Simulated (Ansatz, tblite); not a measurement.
Cost and result up the ladder for Be4 (the lowest singlet isomer of a short search) (4 atoms). The state is a singlet with charge 0. Geometry: B3LYP/def2-TZVP.

```xyz
4

Be   -0.258   -1.104   -0.534
Be   -0.970    0.777   -0.159
Be    1.022    0.493   -0.532
Be    0.206   -0.166    1.225
```

Ansatz on 4 threads of Arm Neoverse V1 on a shared host; xTB runs through tblite on one thread. Times are rough, summed over both states, and most runs start from the orbitals of an earlier one. PBE0/def2-TZVP serves as the yardstick here, not as an exact answer. The other state is a doublet.

The xTB rows come from tblite. Correlated methods freeze no core orbitals. In CCSD on the charge 1 doublet the largest single amplitude is 0.18, so its Hartree–Fock determinant may place the open shell otherwise than the density functionals do. The structure comes from a short search, and lower isomers may exist.

Run but left out: HF/def2-TZVPP (singlet: restricted singlet, unstable towards broken spin symmetry); MP2/def2-TZVPP (charge +1 doublet: ⟨S²⟩ 1.30, where a pure state has 0.75).

Correlated methods converge slowly with the basis.

Raw xTB energies of ions are shifted by several eV.

```tsv
level	functions	wall time
GFN1-xTB	16	0.003 s
GFN2-xTB	16	0.004 s
PBE/def2-TZVP (with forces)	76	1.5 s
PBE0/def2-TZVP	76	2.5 s
r2SCAN/def2-TZVP	76	3.1 s
CCSD(T)/def2-TZVPP	76	4.6 s
```

(1) Estimate what each level gives for the vertical IE (eV).

Answers

(1) 
```tsv
level	vertical IE (eV)	difference from PBE0/def2-TZVP (eV)	remarks
GFN1-xTB	11.59	3.87	–
GFN2-xTB	5.75	-1.98	–
PBE/def2-TZVP (with forces)	7.82	0.10	–
PBE0/def2-TZVP	7.72	0.00	–
r2SCAN/def2-TZVP	7.67	-0.06	–
CCSD(T)/def2-TZVPP	7.96	0.24	large T1 (0.025) (singlet), large T1 (0.072) (+1 doublet), restricted SCF unstable (singlet), spin-contaminated (⟨S²⟩ 1.30) (+1 doublet)
```
